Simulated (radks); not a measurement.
Q: The hafnium ion Hf12+ is in [Kr] 4d10 4f11 5s2 5p1. All-electron calculation, scalar-relativistic Kohn-Sham, BLYP, spin-polarised, spherical densities, finite nucleus; Fermi nuclear charge, rms radius of each element as measured or else 0.836 A^(1/3) + 0.57 fm. Program: a radial shooting solver on a logarithmic mesh with Libxc functionals. Open shells are filled with parallel spins first. One electron is removed from 4d, 4f, 5p, 5s in turn, with full relaxation. Which removal costs least, and what does each cost?

A: 5p 241.23 eV; 4f 261.29 eV; 5s 279.42 eV; 4d 456.47 eV. The 5p electron leaves first.
